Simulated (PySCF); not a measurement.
## Molecular orbitals of SnN

PBE at R = 1.987 Å; basis Sn def2-SVPD with ECP28, N def2-SVPD; scalar-relativistic core potentials; PySCF 2.14. State: ²Π (doublet), unpaired electrons π ↑. Only the outer orbitals are listed, counted within each symmetry, core potentials removing the inner ones.

| spin | orbital | occ. | ε (eV) | on Sn (%) | main shells (%) |
| --- | --- | --- | --- | --- | --- |
| α | 5σ | 1 | -17.67 | 15 | 82 N s, 9 Sn s |
| α | 6σ | 1 | -10.38 | 82 | 80 Sn s, 11 N s |
| α | 3π | 1 | -6.96 | 21 | 79 N p, 18 Sn p |
| α | 3π | 1 | -5.98 | 29 | 71 N p, 26 Sn p |
| α | 7σ | 1 | -5.90 | 39 | 55 N p, 32 Sn p |
| α | 4π | 0 | -3.37 | 84 | 81 Sn p, 16 N p |
| α | 4π | 0 | -2.86 | 78 | 73 Sn p, 22 N p |
| α | 8σ | 0 | -0.31 | 80 | 51 Sn p, 23 Sn d, 10 N p |
| β | 5σ | 1 | -16.42 | 20 | 77 N s, 14 Sn s |
| β | 6σ | 1 | -10.14 | 81 | 78 Sn s, 14 N s |
| β | 7σ | 1 | -5.53 | 39 | 53 N p, 34 Sn p |
| β | 3π | 1 | -5.46 | 43 | 56 N p, 41 Sn p |
| β | 3π | 0 | -5.09 | 55 | 53 Sn p, 44 N p |
| β | 4π | 0 | -2.71 | 65 | 58 Sn p, 35 N p |
| β | 4π | 0 | -2.43 | 56 | 45 Sn p, 44 N p, 11 Sn d |

Q: Which are the highest filled and the lowest empty level, where do they sit, and how wide is the gap?

A: Highest filled β 3π at -5.46 eV (in %: 56 N p, 41 Sn p); lowest empty β 3π at -5.09 eV (in %: 53 Sn p, 44 N p); the gap at PBE is 0.37 eV. Both belong to one degenerate shell, split only by its one-sided filling, so this is no excitation gap.

* bond order (Mayer): 2.08
* ⟨S²⟩: 0.777
* charge on Sn (Mulliken, basis-dependent): 0.37
* charge on Sn (Löwdin, basis-dependent): 0.42
* dipole moment (positive dipole means Sn(−)N(+)): -3.33 D
* polarisability along the bond: 65.1 bohr³
* polarisability across the bond: 57.8 bohr³

Spin–orbit coupling is left out. The state was picked by a PBE0 search and need not be the measured ground state.
